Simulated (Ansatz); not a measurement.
Gas-phase electronic energies from Ansatz, PBE0-D4/def2-TZVP geometries. CCSD(T)/CBS adds triple-zeta CCSD(T) − MP2 to the extrapolated MP2 energy (def2 sets, frozen cores). Each species was taken in one conformer, which may not be the lowest.

`CC(=S)[SiH2]O` + `O[SiH](O)S` → `O[SiH2]S[SiH](O)O` + `CC=S`  (ligand exchange at the Si–C bond)

```csv
species,MP2/def2-QZVPP energy (Eh)
`CC(=S)[SiH2]O`,-841.63386
`O[SiH](O)S`,-839.63046
`O[SiH2]S[SiH](O)O`,-1205.12210
`CC=S`,-476.17102
```

(1) Work out ΔE.

Largest T1 diagnostic among the species: 0.016.

Answers

(1) ΔE = (-1205.12210) + (-476.17102) − (-841.63386) − (-839.63046) = -0.02880 Eh = -75.6 kJ/mol. CCSD(T)/CBS gives -73.0 kJ/mol.

From PBE to PBE0 (25 % exact exchange), in def2-TZVPP and without D4, ΔE moves by −3.3 kJ/mol.
